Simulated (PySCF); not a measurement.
Computed shifts of a molecule CH7F2NSi2, PySCF with HF/pcSseg-1, GIAO, gas phase, atoms alike by connectivity averaged where their shifts nearly agree, in ppm (number of nuclei): ¹³C: 2.0 (1). ²⁹Si: 16.8 (1), -54.5 (1). ¹⁹F: -121.4 (1), -128.3 (1). ¹⁵N: -8.4 (1). ¹H: 4.48 (1), 4.40 (1), 0.85 (3), 0.55 (2). References: ¹³C against TMS (σ = 192.6 ppm); ²⁹Si against TMS (σ = 393.8 ppm); ¹⁹F against CFCl3 (σ = 238.5 ppm); ¹⁵N against NH3 (σ = 267.3 ppm); ¹H against TMS (σ = 31.99 ppm), references at their B3LYP-D3(BJ)/def2-TZVP geometries, non-relativistic. Coordinates come from a ωB97X-D3(BJ)/def2-SVP optimisation. The values are those of a single conformer.

**Question.** Which structure fits?
(A) N[C@@H]([SiH3])[SiH](F)F
(B) CN([SiH2]F)[SiH2]F
(C) N[SiH2]C[SiH](F)F
(D) C[Si](F)(F)[SiH2]N

**Answer.** D, C[Si](F)(F)[SiH2]N
